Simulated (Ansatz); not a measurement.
C2H8MgOSi (`C[CH2][Mg][O][SiH3]`). Total charge 0; spin multiplicity 1.

```xyz
13

C     0.414    1.728    2.184
C    -0.384    0.447    1.934
Mg   -0.258   -0.365    0.016
O    -0.149   -1.064   -1.640
Si   -0.030   -1.662   -3.130
H     0.300    2.095    3.211
H     0.103    2.543    1.524
H     1.487    1.584    2.021
H    -0.072   -0.329    2.644
H    -1.444    0.622    2.152
H    -0.849   -2.900   -3.293
H     1.381   -2.016   -3.469
H    -0.499   -0.682   -4.155
```

(1) List the harmonic frequencies (cm⁻¹, unscaled) at PBE0-D4/def2-TZVP in Ansatz. (Estimate.)

Results:

(1) The calculation gave: 9, 43, 52, 102, 123, 221, 227, 376, 549, 621, 735, 735, 917, 950, 958, 958, 999, 1020, 1097, 1176, 1253, 1404, 1444, 1490, 1502, 2174, 2175, 2190, 3018, 3024, 3059, 3076, 3098.
